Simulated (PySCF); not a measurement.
ClI, triplet, geometry from GFN2-xTB (a higher spin typed on purpose: for a closed-shell molecule this is an excited state) (all electrons, no relativity); HF/3-21G (PySCF).

Input for PySCF:
```python
from pyscf import gto, scf

mol = gto.Mole()
mol.atom = '''
    Cl   -0.00000000   -0.00000000   -2.11796384
    I     0.00000000    0.00000000    0.67934689
'''
mol.basis = '3-21g'
mol.spin = 2
mol.verbose = 4
mol.build()

mf = scf.UHF(mol)
mf.kernel()
mf.analyze()
```

The log (banner, timings and long lists left out):

```
PySCF version 2.14.0

[INPUT] verbose = 4
[INPUT] num. atoms = 2
[INPUT] num. electrons = 70
[INPUT] charge = 0
[INPUT] spin (= nelec alpha-beta = 2S) = 2
[INPUT] symmetry False subgroup None
[INPUT] Mole.unit = angstrom
[INPUT] Symbol           X                Y                Z      unit          X                Y                Z       unit  Magmom
[...]
nuclear repulsion = 170.445371665564
number of shells = 20
number of NR pGTOs = 108
number of NR cGTOs = 44
basis = 3-21g
ecp = {}

******** <class 'pyscf.scf.uhf.UHF'> ********
method = UHF
initial guess = minao
damping factor = 0
level_shift factor = 0
DIIS = <class 'pyscf.scf.diis.CDIIS'>
diis_start_cycle = 1
diis_space = 8
diis_damp = 0
SCF conv_tol = 1e-09
SCF conv_tol_grad = None
SCF max_cycles = 50
direct_scf = True
direct_scf_tol = 1e-13
number electrons alpha = 36  beta = 34
Set gradient conv threshold to 3.16228e-05
init E= -7326.2577046301

cycle= 1 E= -7344.53313634368  delta_E= -18.3  |g|= 0.171  |ddm|= 1.39
cycle= 2 E= -7344.55425347451  delta_E= -0.0211  |g|= 0.0912  |ddm|= 0.396
cycle= 3 E= -7344.56122041736  delta_E= -0.00697  |g|= 0.0301  |ddm|= 0.146
cycle= 4 E= -7344.56561540119  delta_E= -0.00439  |g|= 0.0235  |ddm|= 0.118
cycle= 5 E= -7344.57010871212  delta_E= -0.00449  |g|= 0.0148  |ddm|= 0.166
cycle= 6 E= -7344.57168917041  delta_E= -0.00158  |g|= 0.00331  |ddm|= 0.148
cycle= 7 E= -7344.57171502665  delta_E= -2.59e-05  |g|= 0.00106  |ddm|= 0.0139
cycle= 8 E= -7344.57171956161  delta_E= -4.53e-06  |g|= 0.000366  |ddm|= 0.0107
cycle= 9 E= -7344.57172007062  delta_E= -5.09e-07  |g|= 0.000159  |ddm|= 0.00384
cycle= 10 E= -7344.57172019308  delta_E= -1.22e-07  |g|= 6.06e-05  |ddm|= 0.00202
cycle= 11 E= -7344.57172021593  delta_E= -2.28e-08  |g|= 9.46e-06  |ddm|= 0.00064
cycle= 12 E= -7344.57172021636  delta_E= -4.34e-10  |g|= 3.29e-06  |ddm|= 5.24e-05
Extra cycle  E= -7344.5717202164  delta_E= -3.82e-11  |g|= 2.17e-06  |ddm|= 1.02e-05
converged SCF energy = -7344.5717202164  <S^2> = 2.005347  2S+1 = 3.0035625
**** SCF Summaries ****
Total Energy =                       -7344.571720216399626
Nuclear Repulsion Energy =             170.445371665563982
One-electron Energy =               -10448.164351044237264
Two-electron Energy =                 2933.147259162273258
Two-electron Coulomb Energy =         3134.469254403069499
DFT Exchange-Correlation Energy =     -201.321995240796241
**** MO energy ****
                             alpha | beta                alpha | beta
[...]
To work with the spin densities directly, `use mulliken_meta_spin()` only printing them here.

 ** Mulliken spin pop alpha/beta on meta-lowdin orthogonal AOs **
 ** Mulliken Spin Density (per AO)  **
spin_pop of  0 Cl 1s        0.00000
spin_pop of  0 Cl 2s       -0.00000
spin_pop of  0 Cl 3s        0.00411
spin_pop of  0 Cl 4s       -0.00006
spin_pop of  0 Cl 2px       0.00000
spin_pop of  0 Cl 2py      -0.00000
spin_pop of  0 Cl 2pz       0.00003
spin_pop of  0 Cl 3px       0.00978
spin_pop of  0 Cl 3py       0.00689
spin_pop of  0 Cl 3pz       0.73981
spin_pop of  0 Cl 4px      -0.00050
spin_pop of  0 Cl 4py      -0.00047
spin_pop of  0 Cl 4pz       0.00037
spin_pop of  1 I 1s        0.00000
spin_pop of  1 I 2s        0.00000
spin_pop of  1 I 3s        0.00001
spin_pop of  1 I 4s        0.00006
spin_pop of  1 I 5s        0.01552
spin_pop of  1 I 6s        0.00016
spin_pop of  1 I 2px       0.00000
spin_pop of  1 I 2py       0.00000
spin_pop of  1 I 2pz       0.00000
spin_pop of  1 I 3px       0.00003
spin_pop of  1 I 3py       0.00002
spin_pop of  1 I 3pz       0.00002
spin_pop of  1 I 4px       0.00021
spin_pop of  1 I 4py       0.00014
spin_pop of  1 I 4pz       0.00012
spin_pop of  1 I 5px       0.58180
spin_pop of  1 I 5py       0.40211
spin_pop of  1 I 5pz       0.23936
spin_pop of  1 I 6px       0.00002
spin_pop of  1 I 6py      -0.00003
spin_pop of  1 I 6pz       0.00049
spin_pop of  1 I 3dxy      0.00000
spin_pop of  1 I 3dyz     -0.00000
spin_pop of  1 I 3dz^2     0.00000
spin_pop of  1 I 3dxz     -0.00000
spin_pop of  1 I 3dx2-y2    0.00000
spin_pop of  1 I 4dxy      0.00000
spin_pop of  1 I 4dyz     -0.00000
spin_pop of  1 I 4dz^2     0.00000
spin_pop of  1 I 4dxz     -0.00000
spin_pop of  1 I 4dx2-y2    0.00000
 ** Mulliken Spin Density (per atom)  **
spin density of  0 Cl =      0.75995
spin density of  1 I =      1.24005
 ** Mulliken pop alpha/beta on meta-lowdin orthogonal AOs **
 ** Mulliken pop       alpha | beta **
In total            36.00000 | 34.00000
 ** Mulliken atomic charges   ( Nelec_alpha | Nelec_beta ) **
charge of  0Cl =     -0.24162  (     9.00078      8.24084 )
charge of  1I =      0.24162  (    26.99922     25.75916 )
Dipole moment(X, Y, Z, Debye): -0.00000,  0.00000,  2.67911
```
